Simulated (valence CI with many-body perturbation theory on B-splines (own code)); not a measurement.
**Pd XXXIX: electric-dipole lines**

Level of theory: relativistic CI+MBPT: six valence electrons over a frozen Dirac-Fock core [He], radial functions for each j: 9 s, 9 p, 8 d, 6 f, 3 g, 1 h, with the one-electron correlation potential Σ1, the two-electron term Σ2, the three-electron term Σ3, Breit, model QED; selected CI, second order for the rest, scaled by the run's own slope (own B-spline code, finite nucleus).

The last digits are not significant, and no measured levels were compared; by estimate large intervals hold to a few tenths of a per cent, small ones and those within an open d or f shell to about a per cent. Among the levels kept, up to 2200 cm⁻¹ of a level comes from second order outside the variational space, and about a tenth of that is noise between levels of different J, which matters for small intervals.

Lines 151 to 200 of 225 in falling wavelength, among levels below 28404 × 10³ cm⁻¹, chosen from the strongest by gf and those to the six lowest levels. Wavelengths and rates use the calculated energies. Electric multipoles are in the length gauge, E1 and E2 with the static RPA response of the core. Weak lines are less certain than strong ones. Lines between different terms over intervals too small for the method are left out, as are lines whose strength nearly cancels. The highest levels of a list are the least certain.

Levels are named by their leading jj configuration (3d3/2^4 stands for four electrons in 3d with j = 3/2), which in mixed levels can hold well under half, so a name can repeat and another be missing. Letters in brackets count levels of one name in rising energy.

| λ vac (nm) | Upper | Lower | A (s⁻¹) | S (a.u.) |
| --- | --- | --- | --- | --- |
| 0.3933 | (2s^2 2p1/2^2 2p3/2 3d3/2) J=2 | (2s^2 2p1/2 2p3/2^3) J=1 | 1.21e+12 | 1.81e-04 |
| 0.3930 | (2s^2 2p1/2 2p3/2^2 3s) J=1 [b] | (2s^2 2p1/2 2p3/2^3) J=2 | 9.68e+12 | 8.70e-04 |
| 0.3927 | (2s^2 2p1/2^2 2p3/2 3d5/2) J=2 | (2s^2 2p1/2 2p3/2^3) J=2 | 4.23e+11 | 6.31e-05 |
| 0.3926 | (2s^2 2p1/2^2 2p3/2 3d3/2) J=1 | (2s^2 2p1/2 2p3/2^3) J=1 | 5.70e+10 | 5.11e-06 |
| 0.3926 | (2s^2 2p1/2^2 2p3/2 3d3/2) J=0 | (2s^2 2p1/2 2p3/2^3) J=1 | 1.78e+10 | 5.32e-07 |
| 0.3922 | (2s^2 2p1/2 2p3/2^2 3d5/2) J=1 [b] | (2s^2 2p3/2^4) J=0 | 1.81e+12 | 1.62e-04 |
| 0.3913 | (2s^2 2p1/2^2 2p3/2 3d5/2) J=3 | (2s^2 2p1/2 2p3/2^3) J=2 | 2.00e+11 | 4.14e-05 |
| 0.3913 | (2s^2 2p1/2 2p3/2^2 3s) J=0 | (2s^2 2p1/2 2p3/2^3) J=1 | 1.38e+13 | 4.08e-04 |
| 0.3911 | (2s^2 2p1/2 2p3/2^2 3s) J=1 [b] | (2s^2 2p1/2 2p3/2^3) J=1 | 1.74e+12 | 1.54e-04 |
| 0.3908 | (2s^2 2p1/2^2 2p3/2 3d5/2) J=2 | (2s^2 2p1/2 2p3/2^3) J=1 | 5.46e+10 | 8.05e-06 |
| 0.3907 | (2s^2 2p1/2^2 2p3/2 3d5/2) J=1 | (2s^2 2p1/2 2p3/2^3) J=2 | 8.54e+11 | 7.55e-05 |
| 0.3889 | (2s^2 2p1/2^2 2p3/2 3d5/2) J=1 | (2s^2 2p1/2 2p3/2^3) J=1 | 1.03e+12 | 8.99e-05 |
| 0.3798 | (2s^2 2p1/2 2p3/2^2 3s) J=1 [a] | (2s^2 2p1/2^2 2p3/2^2) J=0 | 1.60e+10 | 1.30e-06 |
| 0.3771 | (2s^2 2p1/2 2p3/2^2 3s) J=2 [a] | (2s^2 2p1/2^2 2p3/2^2) J=2 | 8.27e+12 | 1.09e-03 |
| 0.3768 | (2s^2 2p1/2^2 2p3/2 3d3/2) J=1 | (2s^2 2p1/2^2 2p3/2^2) J=0 | 9.97e+12 | 7.90e-04 |
| 0.3768 | (2s^2 2p1/2 2p3/2^2 3d3/2) J=1 [a] | (2s^2 2p1/2 2p3/2^3) J=2 | 6.53e+12 | 5.18e-04 |
| 0.3766 | (2s^2 2p1/2 2p3/2^2 3d3/2) J=2 [a] | (2s^2 2p1/2 2p3/2^3) J=2 | 1.42e+12 | 1.87e-04 |
| 0.3764 | (2s^2 2p1/2 2p3/2^2 3s) J=1 [a] | (2s^2 2p1/2^2 2p3/2^2) J=2 | 7.19e+12 | 5.68e-04 |
| 0.3761 | (2s^2 2p1/2 2p3/2^2 3d3/2) J=3 [a] | (2s^2 2p1/2 2p3/2^3) J=2 | 1.89e+10 | 3.48e-06 |
| 0.3754 | (2s^2 2p1/2 2p3/2^2 3d5/2) J=3 [a] | (2s^2 2p1/2 2p3/2^3) J=2 | 7.51e+12 | 1.37e-03 |
| 0.3754 | (2s^2 2p1/2 2p3/2^2 3s) J=1 [b] | (2s^2 2p1/2^2 2p3/2^2) J=0 | 2.64e+13 | 2.07e-03 |
| 0.3752 | (2s^2 2p3/2^3 3s) J=2 | (2s^2 2p1/2 2p3/2^3) J=2 | 1.49e+13 | 1.94e-03 |
| 0.3751 | (2s^2 2p1/2 2p3/2^2 3d3/2) J=1 [a] | (2s^2 2p1/2 2p3/2^3) J=1 | 1.07e+12 | 8.34e-05 |
| 0.3751 | (2s^2 2p1/2 2p3/2^2 3s) J=3 | (2s^2 2p1/2^2 2p3/2^2) J=2 | 2.15e+13 | 3.92e-03 |
| 0.3749 | (2s^2 2p1/2 2p3/2^2 3d3/2) J=2 [a] | (2s^2 2p1/2 2p3/2^3) J=1 | 3.72e+11 | 4.84e-05 |
| 0.3749 | (2s^2 2p1/2 2p3/2^2 3d3/2) J=0 | (2s^2 2p1/2 2p3/2^3) J=1 | 2.45e+13 | 6.36e-04 |
| 0.3747 | (2s^2 2p3/2^3 3s) J=1 | (2s^2 2p1/2 2p3/2^3) J=2 | 2.07e+13 | 1.61e-03 |
| 0.3745 | (2s^2 2p1/2 2p3/2^2 3s) J=2 [b] | (2s^2 2p1/2^2 2p3/2^2) J=2 | 3.19e+12 | 4.13e-04 |
| 0.3742 | (2s^2 2p1/2 2p3/2^2 3d5/2) J=1 [a] | (2s^2 2p1/2 2p3/2^3) J=2 | 5.46e+12 | 4.24e-04 |
| 0.3741 | (2s^2 2p1/2^2 2p3/2 3d3/2) J=2 | (2s^2 2p1/2^2 2p3/2^2) J=2 | 8.42e+12 | 1.09e-03 |
| 0.3740 | (2s^2 2p1/2 2p3/2^2 3d3/2) J=2 [b] | (2s^2 2p1/2 2p3/2^3) J=2 | 4.51e+12 | 5.82e-04 |
| 0.3738 | (2s^2 2p1/2 2p3/2^2 3d3/2) J=3 [b] | (2s^2 2p1/2 2p3/2^3) J=2 | 5.74e+11 | 1.04e-04 |
| 0.3737 | (2s^2 2p1/2^2 2p3/2 3d3/2) J=3 | (2s^2 2p1/2^2 2p3/2^2) J=2 | 1.84e+11 | 3.33e-05 |
| 0.3735 | (2s^2 2p3/2^3 3s) J=2 | (2s^2 2p1/2 2p3/2^3) J=1 | 2.95e+13 | 3.80e-03 |
| 0.3735 | (2s^2 2p1/2^2 2p3/2 3d3/2) J=1 | (2s^2 2p1/2^2 2p3/2^2) J=2 | 3.21e+13 | 2.47e-03 |
| 0.3734 | (2s^2 2p1/2^2 2p3/2 3d5/2) J=1 | (2s^2 2p1/2^2 2p3/2^2) J=0 | 1.45e+14 | 1.12e-02 |
| 0.3730 | (2s^2 2p1/2 2p3/2^2 3d3/2) J=1 [b] | (2s^2 2p1/2 2p3/2^3) J=2 | 2.05e+13 | 1.57e-03 |
| 0.3730 | (2s^2 2p3/2^3 3s) J=1 | (2s^2 2p1/2 2p3/2^3) J=1 | 2.02e+12 | 1.55e-04 |
| 0.3728 | (2s^2 2p1/2 2p3/2^2 3d5/2) J=2 [a] | (2s^2 2p1/2 2p3/2^3) J=2 | 2.37e+13 | 3.03e-03 |
| 0.3725 | (2s^2 2p1/2 2p3/2^2 3d5/2) J=1 [a] | (2s^2 2p1/2 2p3/2^3) J=1 | 6.00e+13 | 4.59e-03 |
| 0.3723 | (2s^2 2p1/2 2p3/2^2 3d3/2) J=2 [b] | (2s^2 2p1/2 2p3/2^3) J=1 | 2.09e+13 | 2.66e-03 |
| 0.3721 | (2s^2 2p1/2 2p3/2^2 3d3/2) J=2 [c] | (2s^2 2p1/2 2p3/2^3) J=2 | 1.14e+13 | 1.45e-03 |
| 0.3721 | (2s^2 2p1/2 2p3/2^2 3s) J=1 [b] | (2s^2 2p1/2^2 2p3/2^2) J=2 | 5.09e+10 | 3.88e-06 |
| 0.3719 | (2s^2 2p1/2 2p3/2^2 3d5/2) J=1 [b] | (2s^2 2p1/2 2p3/2^3) J=2 | 9.84e+13 | 7.50e-03 |
| 0.3718 | (2s^2 2p1/2^2 2p3/2 3d5/2) J=2 | (2s^2 2p1/2^2 2p3/2^2) J=2 | 1.11e+14 | 1.40e-02 |
| 0.3714 | (2s^2 2p1/2 2p3/2^2 3d3/2) J=1 [b] | (2s^2 2p1/2 2p3/2^3) J=1 | 5.80e+13 | 4.40e-03 |
| 0.3713 | (2s^2 2p1/2 2p3/2^2 3d5/2) J=3 [b] | (2s^2 2p1/2 2p3/2^3) J=2 | 1.54e+14 | 2.72e-02 |
| 0.3712 | (2s^2 2p1/2 2p3/2^2 3d5/2) J=0 | (2s^2 2p1/2 2p3/2^3) J=1 | 1.09e+14 | 2.75e-03 |
| 0.3712 | (2s^2 2p1/2 2p3/2^2 3d5/2) J=2 [a] | (2s^2 2p1/2 2p3/2^3) J=1 | 1.10e+14 | 1.39e-02 |
| 0.3708 | (2s^2 2p1/2 2p3/2^2 3d5/2) J=2 [b] | (2s^2 2p1/2 2p3/2^3) J=2 | 1.57e+14 | 1.97e-02 |
